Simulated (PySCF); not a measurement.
A structure optimised at PBE-D3(BJ)/def2-SVP, used in a PySCF frequency run:

```xyz
8

B      0.0000     0.0000     0.6812
As     1.8031    -0.0632    -0.2989
H      2.4245     1.0824     0.5158
H      1.3280     0.8538    -1.4349
As    -1.8031     0.0632    -0.2989
H     -2.4245    -1.0824     0.5158
H     -1.3280    -0.8538    -1.4349
F      0.0000     0.0000     2.0176
```

Write its SMILES, formula and point group.

FB([AsH2])[AsH2], As2BFH4, C2

What are its rotational constants (standard atomic weights)?

4.8284, 0.99681, 0.83788 GHz
